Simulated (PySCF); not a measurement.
CH8SeSi2.
SMILES with atom numbers: `[CH3:1][SiH2:2][Se:3][SiH3:4]` (hydrogens: H5, H6, H7 on C1; H8, H9 on Si2; H10, H11, H12 on Si4)

Computed by this run: PBE0-D3(BJ)/def2-SVP geometry optimisation, gas phase (PySCF 2.14.0); density fitting, grid level 1; the optimiser is geomeTRIC in internal coordinates, started from a GFN2-xTB structure with every atom displaced at random (about 0.01 Å).

Step 0: E = -82244.3128 eV
```
atom  x, y, z in Å  |  force x, y, z in eV/Å
C1     -1.7869    0.5329    0.2980   -0.852  -0.040  -0.700
Si2    -0.9349   -1.0603   -0.1789    0.962   1.234   0.317
Se3     0.9825   -0.5943   -1.3520    0.278  -0.016  -0.216
Si4     2.3341    0.3861    0.2489   -2.168  -0.534   0.020
H5     -1.2110    1.1431    0.9705    0.639   0.348   0.625
H6     -2.7636    0.3593    0.7704   -0.088  -0.148   0.124
H7     -1.9892    1.1652   -0.5858    0.110  -0.205  -0.028
H8     -0.5233   -1.8059    1.0092   -0.018  -0.417   0.526
H9     -1.7065   -1.8567   -1.0927   -0.632  -0.631  -0.631
H10     3.5771    0.5955   -0.3940    1.421   0.287  -0.619
H11     1.6686    1.6356    0.6754    0.114   0.348   0.153
H12     2.4013   -0.5253    1.3974    0.235  -0.225   0.430
```

Step 1: E = -82244.4894 eV
```
atom  x, y, z in Å  |  force x, y, z in eV/Å
C1     -1.7443    0.5608    0.2992    0.256   0.217   0.089
Si2    -0.8301   -1.0028   -0.1794   -0.420  -0.297  -0.236
Se3     1.0219   -0.6391   -1.4784   -0.079   0.072   0.266
Si4     2.1651    0.3416    0.2280    0.557   0.094  -0.209
H5     -1.1471    1.1808    0.9910   -0.060  -0.062  -0.081
H6     -2.6963    0.3275    0.7950   -0.067  -0.114   0.048
H7     -1.9611    1.1640   -0.5924   -0.006   0.034  -0.079
H8     -0.4822   -1.7974    1.0396    0.095   0.048  -0.017
H9     -1.6924   -1.8487   -1.0675    0.017   0.036   0.092
H10     3.5207    0.6061   -0.3558   -0.080   0.008   0.124
H11     1.5898    1.6421    0.6779   -0.127  -0.001  -0.004
H12     2.3044   -0.5599    1.4091   -0.086  -0.035   0.008
```

Question: Estimate the geometry and energy of step 2. (The exact step hangs on the optimiser's Hessian estimate; all steps are aligned on step 1, rigid shifts and turns removed.)

Answer: E = -82244.5170 eV, largest force 0.135 eV/Å
```
atom  x, y, z in Å  |  force x, y, z in eV/Å
C1     -1.7508    0.5597    0.2977    0.040   0.082  -0.003
Si2    -0.8657   -1.0182   -0.1886   -0.087  -0.081  -0.064
Se3     1.0160   -0.6395   -1.4494   -0.021   0.027   0.097
Si4     2.2087    0.3547    0.2237    0.115   0.022  -0.055
H5     -1.1452    1.1675    0.9880    0.002  -0.022  -0.018
H6     -2.7025    0.3218    0.7990   -0.001  -0.018  -0.001
H7     -1.9663    1.1690   -0.5931   -0.009  -0.015   0.004
H8     -0.5037   -1.8092    1.0275    0.030   0.015   0.004
H9     -1.7331   -1.8576   -1.0705    0.026   0.019   0.011
H10     3.5646    0.6256   -0.3416   -0.039  -0.012   0.020
H11     1.6017    1.6469    0.6644   -0.034  -0.009  -0.004
H12     2.3244   -0.5455    1.4094   -0.020  -0.007   0.007
```

The energy changes by -0.0277 eV. The first-order estimate −F·Δx gives -0.0478 eV and the mean of the old and new forces, exact on a quadratic surface, -0.0283 eV. The step makes an angle of 63° with the force vector and moves no atom by more than 0.050 Å.

The cost below is that of the whole optimisation. On Arm Neoverse V2, one thread, shared host, this took 31 s and 0.50 GiB of memory at its peak.
